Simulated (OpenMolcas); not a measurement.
## What dynamic correlation does to the levels of Te3+

```json
{
  "Program": "OpenMolcas 26.06",
  "Basis": "ANO-RCC-VTZP [7s6p4d2f1g]",
  "Scalar Hamiltonian": "DKH2, point nucleus",
  "Active space": "3 electrons in 9 orbitals (RAS2 5s 5p; RAS3 5d, at most 2 electrons)",
  "State averaging": "2S+1 = 4 odd, 1 root; 2S+1 = 2 odd, 11 roots; 2S+1 = 4 even, 3 roots; 2S+1 = 2 even, 9 roots",
  "Spin-orbit coupling": "RASSI with atomic mean-field integrals over the reference wave functions, term energies averaged over their components"
}
```

Methods on the same reference wave functions:
A. RASSCF
B. SS-RASPT2, IPEA 0.25 Eh, imaginary shift 0.1 Eh (closed shells correlated: 4d)
C. MS-RASPT2, IPEA 0.25 Eh, imaginary shift 0.1 Eh (closed shells correlated: 4d)
D. XMS-RASPT2, IPEA 0.25 Eh, imaginary shift 0.1 Eh (closed shells correlated: 4d)

Energies in eV above 5s2 5p 2P* 1/2, the measured ground level; measured values from Moore, Atomic Energy Levels, vol. III, NSRDS-NBS 35 (1971 reprint of NBS Circular 467, 1958).

```
         Level        A       B       C       D  Measured
5s2 5p 2P* 1/2   0.0000  0.0000  0.0000  0.0000    0.0000
5s2 5p 2P* 3/2   1.0180   1.018   1.025   1.025    1.1435
 5s 5p2 4P 1/2   7.8000   8.531   8.557   8.635          
 5s 5p2 4P 3/2   8.2453   8.991   9.017   9.095          
 5s 5p2 4P 5/2   8.7734   9.506   9.532   9.609          
 5s 5p2 2D 3/2  11.0555  11.379  11.405  11.480          
 5s 5p2 2D 5/2  11.2075  11.562  11.588  11.664
```

Among B to D the level of the table that moves most is 5s 5p2 4P 1/2, by 840 cm-1 (lowest in B, highest in D). Moves below CASPT2's spread within the term are not significant.

The lowest spin-free term lies below A's lowest term by 0.428 hartree in B, 0.429 hartree in C, 0.433 hartree in D.

Term energies are means over components that CASPT2 splits; among the terms shown or strongly mixed into the levels shown the widest spread is 53 cm-1 (5s 5p2 2D, D). Active for correlation alone: 5d; no level in the range computed is led by a configuration that fills it, so any true level of that kind is missing. Some terms mix strongly with configurations of 5d, whose occupation reaches 0.17 (5s 5p2 2D). Only configurations of the active space appear. Levels that lie high or do not pair safely by name in every column are left out.

* marks odd parity.
